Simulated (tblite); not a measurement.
Input of a run (GFN2-xTB geometry optimisation, gas phase (tblite 0.8.0)), started from a force field or distance geometry:
```
{"job": {"kind": "relax", "xc": "GFN2-xTB", "basis": "xTB"}, "charge": 0, "multiplicity": 1}
Si    -2.604900    -0.526900     0.583400
Si    -0.891700    -1.268400    -0.601300
Si     0.745800     0.241700    -0.807900
Si     2.549100    -0.495700     0.262900
C      0.263800     1.866500    -0.011000
Cl     1.377600     2.238900     1.308100
H     -3.829600    -1.306500     0.318000
H     -2.343100    -0.443300     2.032300
H     -2.906900     0.849000     0.148400
H     -0.337200    -2.451300     0.078500
H     -1.371400    -1.660400    -1.920600
H      1.001100     0.449100    -2.246400
H      3.628500    -0.539100    -0.715900
H      2.351300    -1.883900     0.749200
H      2.862600     0.408100     1.397100
H      0.249300     2.706100    -0.732700
H     -0.751400     1.828100     0.447000
```

Output (eV, eV/Å):
```
step      E/eV     max force
  0    -520.91840    1.846
  1    -521.08260    0.989
  2    -521.18038    0.788
  3    -521.25129    0.644
  4    -521.34239    0.706
  5    -521.39998    0.534
  6    -521.43481    0.376
  7    -521.46108    0.395
  8    -521.48795    0.392
  9    -521.51381    0.479
 10    -521.53360    0.340
 11    -521.54432    0.315
 12    -521.55002    0.227
 13    -521.55460    0.178
 14    -521.55894    0.153
 15    -521.56326    0.208
 16    -521.56754    0.240
 17    -521.57103    0.174
 18    -521.57319    0.084
 19    -521.57465    0.104
 20    -521.57606    0.122
 21    -521.57781    0.138
 22    -521.57987    0.129
 23    -521.58176    0.103
 24    -521.58324    0.108
 25    -521.58465    0.112
 26    -521.58620    0.145
 27    -521.58759    0.128
 28    -521.58865    0.074
 29    -521.58964    0.089
 30    -521.59098    0.104
 31    -521.59274    0.106
 32    -521.59431    0.097
 33    -521.59517    0.049
 34    -521.59559    0.046
 35    -521.59598    0.047
 36    -521.59654    0.066
 37    -521.59716    0.070
 38    -521.59770    0.061
 39    -521.59818    0.059
 40    -521.59870    0.055
 41    -521.59927    0.068
 42    -521.59974    0.051
 43    -521.60006    0.048
 44    -521.60036    0.042
 45    -521.60077    0.071
 46    -521.60128    0.092
 47    -521.60175    0.076
 48    -521.60207    0.047
 49    -521.60234    0.039
 50    -521.60263    0.044
 51    -521.60291    0.054
 52    -521.60315    0.038
 53    -521.60335    0.040
 54    -521.60362    0.056
 55    -521.60400    0.067
 56    -521.60444    0.071
 57    -521.60478    0.050
 58    -521.60501    0.052
 59    -521.60521    0.057
 60    -521.60545    0.053
 61    -521.60568    0.040
 62    -521.60584    0.034
 63    -521.60597    0.033
 64    -521.60617    0.057
 65    -521.60656    0.089
 66    -521.60732    0.127
 67    -521.60854    0.159
 68    -521.61023    0.148
 69    -521.61230    0.113
 70    -521.61436    0.121
 71    -521.61717    0.142
 72    -521.60279    0.660
 73    -521.62149    0.130
 74    -521.62497    0.125
 75    -521.60866    0.298
 76    -521.62546    0.113
 77    -521.62974    0.415
 78    -521.63967    0.149
 79    -521.65639    0.185
 80    -521.66602    0.411
 81    -521.67588    0.487
 82    -521.68503    0.183
 83    -521.68781    0.154
 84    -521.69203    0.132
 85    -521.69602    0.139
 86    -521.69960    0.178
 87    -521.70296    0.136
 88    -521.70461    0.215
 89    -521.70619    0.091
 90    -521.70707    0.076
 91    -521.70772    0.073
 92    -521.70859    0.086
 93    -521.70997    0.108
 94    -521.71148    0.119
 95    -521.71299    0.102
 96    -521.71400    0.076
 97    -521.71447    0.047
 98    -521.71476    0.047
 99    -521.71504    0.044
100    -521.71544    0.048
101    -521.71586    0.050
102    -521.71640    0.045
103    -521.71681    0.035
104    -521.71699    0.022
105    -521.71705    0.016
106    -521.71709    0.015
107    -521.71716    0.022
108    -521.71726    0.027
109    -521.71735    0.019
110    -521.71741    0.016
111    -521.71744    0.013
112    -521.71748    0.020
113    -521.71754    0.025
114    -521.71762    0.031
115    -521.71773    0.040
116    -521.71788    0.042
117    -521.71810    0.039
118    -521.71838    0.047
119    -521.71869    0.045
120    -521.71893    0.033
121    -521.71911    0.029
122    -521.71927    0.036
123    -521.71946    0.035
124    -521.71966    0.030
125    -521.71987    0.043
126    -521.72013    0.049
127    -521.72045    0.064
128    -521.72084    0.066
129    -521.72122    0.057
130    -521.72155    0.050
131    -521.72189    0.060
132    -521.72222    0.098
133    -521.72285    0.128
134    -521.72348    0.097
135    -521.72434    0.040
136    -521.72447    0.037
137    -521.72467    0.031
138    -521.72516    0.050
139    -521.72539    0.043
140    -521.72591    0.040
141    -521.72622    0.043
142    -521.72656    0.038
143    -521.72687    0.046
144    -521.72710    0.034
145    -521.72725    0.029
146    -521.72733    0.019
147    -521.72741    0.027
148    -521.72747    0.025
149    -521.72754    0.023
150    -521.72758    0.017
151    -521.72762    0.014
152    -521.72764    0.015
153    -521.72767    0.008
```

Question: Summarise the run.

Answer: The energy falls by 18.7 kcal/mol over 153 L-BFGS steps, the largest force on an atom goes from 1.85 to 0.008 eV/Å, and the atoms move by 0.602 Å rms after alignment. The bond that changes most is Si1–Si2 (SiH3 silicon to SiH2 silicon), which lengthens by 0.109 Å. Bonds longer at the end by more than 0.005 Å: 8 of 16; shorter: 7. Among the angles that change most is Si2–Si3–Si4, from 109.0° to 119.7°. Among the dihedrals that turn most is Si4–Si3–C5–H16, from 122° to 49°. The energy rose by more than 1e-5 eV at steps 72 and 75. The first step brought 20 % of the lowering.

Question: What are the final bond lengths?

Answer: Si1–Si2 2.320 Å, Si2–Si3 2.335 Å, Si3–Si4 2.328 Å, Si3–C5 1.927 Å, C5–Cl6 1.788 Å, Si1–H7 1.467 Å, Si1–H8 1.462 Å, Si1–H9 1.466 Å, Si2–H10 1.475 Å, Si2–H11 1.474 Å, Si3–H12 1.483 Å, Si4–H13 1.466 Å, Si4–H14 1.466 Å, Si4–H15 1.464 Å, C5–H16 1.087 Å, C5–H17 1.088 Å. Numbering counts from 1 in the input's order; the species is `[SiH3][SiH2][Si@H]([SiH3])CCl`.

GFN2-xTB frequencies show an imaginary mode (28i cm⁻¹), so the point is no minimum at that level. 3 starts were optimised and ended at 0.00, 0.60 and 0.83 kcal/mol (GFN2-xTB); the lowest of these is shown.

All values are computed, not measured.
